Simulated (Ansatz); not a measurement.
The cluster Ga₆S₁₀⁻. The state is a doublet with charge -1. Geometry PBE-D4/def2-SVP, basis def2-TZVP, Ansatz.

```xyz
16

Ga   -2.3902   -3.5494   -0.5611
Ga    3.3908    3.2146    0.4536
Ga    1.2509   -2.1340   -1.6683
Ga   -1.7076   -0.3342    0.1801
Ga    1.1496    1.3776   -0.9874
Ga    0.8994    0.5287    1.9458
S    -0.5153   -4.0242   -2.0454
S    -0.0503   -3.4610    0.0449
S    -0.6853   -0.9532    2.1884
S     2.1812    3.1856   -1.6900
S    -0.4641    2.7636    0.5998
S     2.6204    0.3478    0.5308
S    -0.3996   -0.0591   -1.7581
S    -2.3422    1.9121    0.6408
S    -3.5028   -1.5335   -0.4064
S     0.5651    2.7185    2.5325
```

```csv
run,HOMO (eV),LUMO (eV)
A,-1.52,-0.79
B,-1.90,-0.75
C,-2.47,-0.23
D,-1.58,-0.92
```

Single mean-field runs in def2-TZVP are fitted with def2-universal-jkfit. Another isomer (doublet) lies 2.87 eV lower at PBE0-D4/def2-TZVP; other spin states weren't run for this one.

HOMO and LUMO are taken over both spins.

Question: The runs used PBE, PBE0, r2SCAN, revPBE. Estimate which is which.

Answer: A revPBE (0 % exact exchange); B r2SCAN (0 % exact exchange); C PBE0 (25 % exact exchange); D PBE (0 % exact exchange). Exact exchange lowers occupied and raises empty levels; among semilocal functionals meta-GGAs tend to open the gap a little, and such runs are hard to tell apart. The gap grows from 0.66 eV (PBE) to 2.25 eV (PBE0).
